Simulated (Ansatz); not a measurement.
```xyz
8

C     0.0000    0.0000   -0.4419
C     0.0000    1.2299    0.1960
C     0.0000   -1.2299    0.1960
H     0.0000    0.0000   -1.5389
H     0.0000    2.1641   -0.3691
H     0.0000    1.2985    1.2879
H     0.0000   -2.1641   -0.3691
H     0.0000   -1.2985    1.2879
```

Basis set: 6-31G* (spherical functions). Left uncorrelated: 3 orbitals. Charge 0, multiplicity 2.

Computed with Ansatz (development build ahead of 0.2.0); each method stands on the lowest determinant of its kind that the runs found.

Problem. Give the atomization energy at this shape (free ground-state atoms in the same class of orbitals less the molecule, no zero-point energy) of doublet C3H5 by UHF-MP2, UHF.

Solution.

| method | atomization energy |
| --- | --- |
| UHF-MP2 | 30.48 eV |
| UHF | 25.40 eV |

Caution: the unrestricted determinant is spin contaminated.
